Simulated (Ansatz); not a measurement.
Molecule: C$_{2}$H$_{4}$BO$_{2}$ (charge 0, doublet). It need not be the lowest isomer of its formula. SMILES: C=CB([O])O
Geometry from a B3LYP-D3(BJ)/def2-TZVP (Ansatz, a quantum-chemistry and plane-wave program) optimisation:
```xyz
9

C     -1.7222    -0.6216    -0.7172
C     -0.9681    -0.4387     0.3644
B      0.4718     0.1658     0.2350
O      1.1931     0.3304     1.3592
O      0.9761     0.5152    -0.9938
H     -1.3654    -0.3605    -1.7067
H     -2.7218    -1.0382    -0.6538
H     -1.3523    -0.7095     1.3411
H      1.8684     0.8767    -0.9615
```
Charge 0, spin multiplicity 2.

Property: atomisation energy (electronic, to ground-state atoms), in kcal/mol. Cores are frozen in the correlated levels unless marked. Open shells are spin-unrestricted. No spin-orbit coupling. No relativistic terms. The coupled-cluster limit lacks core correlation, which all-electron functionals hold. CBS marks a two-point X^-3 extrapolation of the correlation energy; Hartree-Fock from the larger set. The bracket is a focal-point correction in the basis named.

```
level                                                     program  atomisation energy (kcal/mol)
-------------------------------------------------  --------------  -----------------------------
PBE/def2-TZVPD                                             Ansatz                          945.3
PBE-D3(BJ)/def2-TZVPD                              Ansatz + dftd3                          948.9
BLYP/def2-TZVPD                                            Ansatz                          918.2
PBE0/6-31G*                                                Ansatz                          919.2
PBE0-D4/def2-TZVPD                                 Ansatz + dftd4                          924.0
PBE0/def2-TZVPD                                            Ansatz                          921.1
BHLYP-D4/def2-TZVPD                                Ansatz + dftd4                          887.7
HSE06/def2-TZVPD                                           Ansatz                          922.3
LC-wPBE/def2-TZVPD                                         Ansatz                          918.0
B2GP-PLYP-D3(BJ)/def2-TZVPD                        Ansatz + dftd3                          908.4
B2PLYP-D3(BJ)/def2-TZVPD                           Ansatz + dftd3                          912.1
RI-MP2/cc-pVQZ                                             Ansatz                          925.9
RI-MP2/CBS(cc-pVTZ,cc-pVQZ)                                Ansatz                          935.2
SCS-MP2/STO-3G                                             Ansatz                          861.7
CCSD/cc-pVDZ                                               Ansatz                          835.0
CCSD/CBS(cc-pVTZ,cc-pVQZ)                                  Ansatz                          898.1
CCSD(T)/cc-pVTZ                                            Ansatz                          892.7
CCSD(T)/cc-pVQZ                                            Ansatz                          906.1
RI-MP2/CBS(cc-pVTZ,cc-pVQZ)+[CCSD(T)-MP2]/cc-pVDZ          Ansatz                          916.7
RI-MP2/CBS(cc-pVTZ,cc-pVQZ)+[CCSD(T)-MP2]/cc-pVTZ          Ansatz                          915.8
CCSD(T)/CBS(cc-pVTZ,cc-pVQZ)                               Ansatz                          914.9
```
